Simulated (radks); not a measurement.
Values are calculated unless marked as measured or tabulated.
Q: The mean radii <r> (bohr) of the occupied orbitals of an atom or ion are listed with their occupations. Level of theory: scalar-relativistic Kohn-Sham, r2SCAN, spin-polarised, spherical densities, finite nucleus; meta-GGA in the generalised Kohn-Sham scheme; Fermi nuclear charge, rms radius of each element as measured or else 0.836 A^(1/3) + 0.57 fm (a radial shooting solver on a logarithmic mesh with Libxc functionals).

| orbital | occ. | <r> |
|---|---|---|
| 1s down | 1 | 0.03263 |
| 1s up | 1 | 0.03263 |
| 2s up | 1 | 0.1418 |
| 2s down | 1 | 0.1418 |
| 2p up | 3 | 0.1237 |
| 2p down | 3 | 0.1237 |
| 3s up | 1 | 0.3897 |
| 3s down | 1 | 0.3897 |
| 3p up | 3 | 0.3899 |
| 3p down | 3 | 0.3899 |
| 3d up | 5 | 0.3704 |
| 3d down | 5 | 0.3704 |
| 4s up | 1 | 0.9860 |
| 4s down | 1 | 0.9838 |
| 4p up | 3 | 1.087 |
| 4p down | 3 | 1.085 |
| 4d up | 5 | 1.520 |
| 4d down | 3 | 1.554 |

Name the element and its charge. Open shells, if any, are filled with parallel spins first.

A: Z = 45, rhodium, charge +1: Rh+ in [Kr] 4d8. The 1s radius gives Z: for a bare nucleus <r> = (2 gamma + 1)/(2Z) with gamma = sqrt(1 - (Z/c)^2), 0.0321 bohr for Z = 45, and screening makes it slightly larger (0.03263 here). The occupations add up to 44, and the charge is Z minus that.
